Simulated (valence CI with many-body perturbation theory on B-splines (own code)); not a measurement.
**E1 line list for Tb L**

Calculated by configuration interaction combined with many-body perturbation theory (CI+MBPT): six valence electrons over a frozen Dirac-Fock core [Ne], a basis of 9 s, 9 p, 8 d, 6 f, 3 g, 1 h functions for each j, with the one-electron correlation potential Σ1 (screened to all orders), the two-electron term Σ2, the three-electron term Σ3, Breit, model QED; selected single and double excitations, second order for the rest, scaled by the run's own slope (own B-spline code, finite nucleus).

No measured spectrum was set against this ion. As an estimate, large intervals hold to a few tenths of a per cent, small ones and those within an open d or f shell to about a per cent. Among the levels kept, up to 1100 cm⁻¹ of a level comes from second order outside the variational space, and about a tenth of that is noise between levels of different J, which matters for small intervals.

Lines 1 to 50 of 167 in falling wavelength, among levels below 473.10 eV, chosen from the strongest by gf and those to the six lowest levels. Wavelengths and rates use the calculated energies. Electric multipoles are in the length gauge with retardation, E1 and E2 with the static RPA response of the core. Weak lines are less certain than strong ones. Lines between different terms over intervals too small for the method are left out, as are lines whose strength nearly cancels. The highest levels of a list are the least certain.

Levels are named by their leading jj configuration (3d3/2^4 stands for four electrons in 3d with j = 3/2), which in mixed levels can hold well under half, so a name can repeat and another be missing. Letters in brackets count levels of one name in rising energy.

| λ vac (nm) | Upper | Lower | A (s⁻¹) | S (a.u.) |
| --- | --- | --- | --- | --- |
| 713.2 | (3s^2 3p1/2 3p3/2^2 3d5/2) J=3 [c] | (3s^2 3p1/2^2 3d3/2 3d5/2) J=2 | 8.09e+01 | 1.01e-04 |
| 593.8 | (3s^2 3p1/2^2 3d3/2^2) J=0 | (3s^2 3p1/2 3p3/2^2 3d3/2) J=1 [b] | 1.35e+03 | 1.39e-04 |
| 329.4 | (3s^2 3p1/2 3p3/2^2 3d5/2) J=2 [c] | (3s^2 3p1/2^2 3d3/2 3d5/2) J=1 | 4.52e+02 | 3.99e-05 |
| 283.0 | (3s^2 3p1/2^2 3p3/2 3d3/2) J=2 | (3s^2 3p1/2 3p3/2^3) J=2 | 2.97e+03 | 1.66e-04 |
| 280.7 | (3s^2 3p1/2^2 3d3/2 3d5/2) J=1 | (3s^2 3p1/2 3p3/2^2 3d5/2) J=1 [b] | 2.78e+03 | 9.10e-05 |
| 235.2 | (3s^2 3p1/2^2 3d3/2 3d5/2) J=2 | (3s^2 3p1/2 3p3/2^2 3d5/2) J=2 [b] | 2.44e+03 | 7.84e-05 |
| 182.1 | (3s^2 3p1/2 3p3/2^2 3d5/2) J=2 [c] | (3s^2 3p1/2^2 3d3/2 3d5/2) J=2 | 6.19e+03 | 9.22e-05 |
| 154.5 | (3s^2 3p3/2^4) J=0 | (3s^2 3p1/2 3p3/2^2 3d3/2) J=1 [a] | 4.42e+04 | 8.05e-05 |
| 154.4 | (3s^2 3p1/2^2 3d3/2 3d5/2) J=2 | (3s^2 3p1/2 3p3/2^2 3d5/2) J=3 [b] | 4.74e+03 | 4.30e-05 |
| 149.1 | (3s^2 3p1/2^2 3d3/2 3d5/2) J=1 | (3s^2 3p1/2 3p3/2^2 3d5/2) J=2 [b] | 7.91e+03 | 3.88e-05 |
| 142.0 | (3s^2 3p1/2 3p3/2^2 3d3/2) J=3 [b] | (3s^2 3p1/2^2 3d3/2^2) J=2 | 2.14e+04 | 2.12e-04 |
| 113.9 | (3s^2 3p1/2^2 3p3/2 3d3/2) J=1 | (3s^2 3p1/2 3p3/2^3) J=2 | 1.73e+05 | 3.78e-04 |
| 111.9 | (3s^2 3p1/2 3p3/2^2 3d5/2) J=3 [c] | (3s^2 3p1/2^2 3d3/2 3d5/2) J=3 | 2.34e+04 | 1.14e-04 |
| 105.6 | (3s^2 3p1/2^2 3p3/2 3d3/2) J=3 | (3s^2 3p1/2 3p3/2^3) J=2 | 3.89e+03 | 1.58e-05 |
| 96.96 | (3s^2 3p1/2^2 3p3/2 3d3/2) J=2 | (3s^2 3p1/2 3p3/2^3) J=1 | 6.29e+03 | 1.42e-05 |
| 88.47 | (3s^2 3p1/2 3p3/2^2 3d3/2) J=2 [c] | (3s^2 3p1/2^2 3d3/2^2) J=2 | 8.27e+04 | 1.41e-04 |
| 79.61 | (3s^2 3p1/2 3p3/2^2 3d5/2) J=3 [a] | (3s^2 3p1/2^2 3d3/2^2) J=2 | 1.41e+04 | 2.46e-05 |
| 76.79 | (3s^2 3p1/2 3p3/2^2 3d5/2) J=2 [c] | (3s^2 3p1/2^2 3d3/2 3d5/2) J=3 | 3.46e+04 | 3.87e-05 |
| 72.09 | (3s^2 3p1/2 3p3/2^2 3d3/2) J=1 [b] | (3s^2 3p1/2^2 3d3/2^2) J=2 | 2.99e+04 | 1.66e-05 |
| 64.26 | (3s^2 3p1/2^2 3p3/2 3d3/2) J=1 | (3s^2 3p1/2 3p3/2^3) J=1 | 1.01e+05 | 3.95e-05 |
| 62.28 | (3s^2 3p1/2^2 3p3/2 3d3/2) J=0 | (3s^2 3p1/2 3p3/2^3) J=1 | 2.64e+05 | 3.15e-05 |
| 56.94 | (3s^2 3p1/2^2 3d3/2^2) J=2 | (3s^2 3p1/2 3p3/2^2 3d3/2) J=3 [a] | 8.93e+05 | 4.07e-04 |
| 54.11 | (3s^2 3p1/2^2 3d3/2 3d5/2) J=3 | (3s^2 3p1/2 3p3/2^2 3d5/2) J=4 [b] | 8.47e+05 | 4.64e-04 |
| 43.50 | (3s^2 3p1/2^2 3d3/2^2) J=2 | (3s^2 3p1/2 3p3/2^2 3d3/2) J=2 [a] | 1.19e+05 | 2.41e-05 |
| 40.27 | (3s^2 3p3/2^4) J=0 | (3s 3p1/2^2 3p3/2^3) J=1 | 7.48e+06 | 2.41e-04 |
| 39.38 | (3s^2 3p1/2^2 3d3/2 3d5/2) J=2 | (3s^2 3p1/2 3p3/2^2 3d5/2) J=1 [a] | 2.41e+05 | 3.64e-05 |
| 39.12 | (3s^2 3p1/2^2 3d3/2 3d5/2) J=1 | (3s^2 3p1/2 3p3/2^2 3d3/2) J=1 [c] | 4.23e+05 | 3.75e-05 |
| 37.87 | (3s^2 3p1/2^2 3d3/2 3d5/2) J=1 | (3s^2 3p1/2 3p3/2^2 3d5/2) J=0 | 9.82e+05 | 7.90e-05 |
| 37.12 | (3s^2 3p1/2^2 3d3/2 3d5/2) J=3 | (3s^2 3p1/2 3p3/2^2 3d5/2) J=4 [a] | 3.12e+04 | 5.51e-06 |
| 36.93 | (3s^2 3p1/2^2 3d3/2 3d5/2) J=3 | (3s^2 3p1/2 3p3/2^2 3d5/2) J=3 [a] | 5.16e+05 | 8.98e-05 |
| 36.61 | (3s^2 3p1/2^2 3d3/2 3d5/2) J=4 | (3s^2 3p1/2 3p3/2^2 3d5/2) J=5 | 2.93e+06 | 6.39e-04 |
| 35.91 | (3s^2 3p1/2^2 3d3/2 3d5/2) J=1 | (3s^2 3p1/2 3p3/2^2 3d5/2) J=1 [a] | 2.59e+05 | 1.77e-05 |
| 35.29 | (3s^2 3p1/2^2 3d3/2 3d5/2) J=3 | (3s^2 3p1/2 3p3/2^2 3d3/2) J=2 [c] | 9.73e+05 | 1.48e-04 |
| 34.37 | (3s^2 3p1/2 3p3/2^2 3d3/2) J=1 [b] | (3s^2 3p3/2^4) J=0 | 9.38e+05 | 5.64e-05 |
| 33.69 | (3s^2 3p1/2^2 3d3/2 3d5/2) J=4 | (3s^2 3p1/2 3p3/2^2 3d5/2) J=4 [b] | 1.54e+06 | 2.61e-04 |
| 30.03 | (3s^2 3p1/2^2 3d3/2 3d5/2) J=2 | (3s^2 3p1/2 3p3/2^2 3d3/2) J=1 [b] | 1.78e+06 | 1.19e-04 |
| 28.89 | (3s^2 3p1/2^2 3d3/2 3d5/2) J=2 | (3s^2 3p1/2 3p3/2^2 3d5/2) J=3 [a] | 2.92e+05 | 1.74e-05 |
| 27.97 | (3s^2 3p1/2^2 3d3/2 3d5/2) J=1 | (3s^2 3p1/2 3p3/2^2 3d3/2) J=1 [b] | 2.81e+06 | 9.10e-05 |
| 27.88 | (3s^2 3p1/2^2 3d3/2 3d5/2) J=2 | (3s^2 3p1/2 3p3/2^2 3d3/2) J=2 [c] | 2.73e+06 | 1.46e-04 |
| 27.03 | (3s^2 3p1/2 3p3/2^2 3d5/2) J=1 [a] | (3s^2 3p3/2^4) J=0 | 6.64e+06 | 1.94e-04 |
| 26.84 | (3s^2 3p1/2^2 3d3/2^2) J=0 | (3s^2 3p1/2 3p3/2^2 3d3/2) J=1 [a] | 6.27e+06 | 5.99e-05 |
| 26.22 | (3s^2 3p1/2^2 3d3/2 3d5/2) J=4 | (3s^2 3p1/2 3p3/2^2 3d5/2) J=4 [a] | 6.89e+04 | 5.52e-06 |
| 26.12 | (3s^2 3p1/2^2 3d3/2 3d5/2) J=4 | (3s^2 3p1/2 3p3/2^2 3d5/2) J=3 [a] | 4.52e+04 | 3.58e-06 |
| 26.10 | (3s^2 3p1/2^2 3d3/2 3d5/2) J=1 | (3s^2 3p1/2 3p3/2^2 3d3/2) J=2 [c] | 1.20e+06 | 3.17e-05 |
| 25.45 | (3s^2 3p1/2 3p3/2^2 3d3/2) J=1 [c] | (3s^2 3p3/2^4) J=0 | 4.54e+06 | 1.11e-04 |
| 23.54 | (3s^2 3p1/2^2 3d3/2 3d5/2) J=3 | (3s^2 3p1/2 3p3/2^2 3d3/2) J=2 [b] | 9.53e+05 | 4.29e-05 |
| 23.30 | (3s^2 3p1/2 3p3/2^2 3d5/2) J=2 [b] | (3s^2 3p1/2^2 3d3/2^2) J=2 | 2.54e+05 | 7.91e-06 |
| 22.83 | (3s^2 3p1/2^2 3d3/2 3d5/2) J=4 | (3s^2 3p1/2 3p3/2^2 3d3/2) J=3 [b] | 1.04e+07 | 5.51e-04 |
| 22.53 | (3s^2 3p1/2^2 3p3/2 3d5/2) J=2 | (3s^2 3p1/2 3p3/2^3) J=2 | 1.23e+07 | 3.47e-04 |
| 20.59 | (3s^2 3p1/2 3p3/2^2 3d5/2) J=3 [c] | (3s^2 3p1/2^2 3d3/2^2) J=2 | 1.98e+06 | 5.98e-05 |
